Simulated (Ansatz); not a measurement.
cyclo-(H2SnCH2)4 (C4H16Sn4). Charge 0, multiplicity 1. Geometry PBE-D4/def2-SVP; atoms count from 1.

Cartesian coordinates in Å:
```
Sn -0.225 2.042 1.535
H -0.326 2.370 3.236
H -0.303 3.541 0.660
C 1.666 1.060 1.094
Sn 2.164 0.927 -1.018
H 2.788 2.458 -1.545
H 3.373 -0.297 -1.262
C 0.397 0.421 -2.182
Sn -0.300 -1.626 -1.960
H -1.951 -1.747 -2.487
H 0.687 -2.665 -2.939
C -0.172 -2.248 0.121
Sn -1.640 -1.342 1.444
H -3.155 -2.166 1.250
H -1.117 -1.490 3.094
C -1.890 0.766 0.966
H 1.641 0.039 1.527
H 2.476 1.622 1.602
H -0.420 1.116 -1.900
H 0.627 0.590 -3.254
H -0.306 -3.348 0.164
H 0.846 -2.017 0.494
H -2.064 0.860 -0.126
H -2.797 1.135 1.485
```

In the def2 sets Sn takes a core potential; there is no spin–orbit coupling.

Q: Estimate the Mulliken populations from the PBE0/def2-TZVP orbitals of Ansatz.

A: 
| atom | charge (e) |
| --- | --- |
| Sn1 | 0.52 |
| H2 | -0.05 |
| H3 | -0.05 |
| C4 | -0.74 |
| Sn5 | 0.52 |
| H6 | -0.05 |
| H7 | -0.05 |
| C8 | -0.74 |
| Sn9 | 0.52 |
| H10 | -0.05 |
| H11 | -0.05 |
| C12 | -0.74 |
| Sn13 | 0.52 |
| H14 | -0.05 |
| H15 | -0.05 |
| C16 | -0.74 |
| H17 | 0.16 |
| H18 | 0.17 |
| H19 | 0.16 |
| H20 | 0.17 |
| H21 | 0.17 |
| H22 | 0.16 |
| H23 | 0.16 |
| H24 | 0.17 |
Mulliken values depend strongly on the basis.

Q: And the Mayer bond orders between heavy atoms (over 0.3)?

A: Sn1–C4 0.88 (2.18 Å); Sn1–C16 0.89 (2.17 Å); C4–Sn5 0.89 (2.17 Å); Sn5–C8 0.88 (2.18 Å); C8–Sn9 0.89 (2.17 Å); Sn9–C12 0.88 (2.18 Å); C12–Sn13 0.89 (2.17 Å); Sn13–C16 0.88 (2.18 Å).
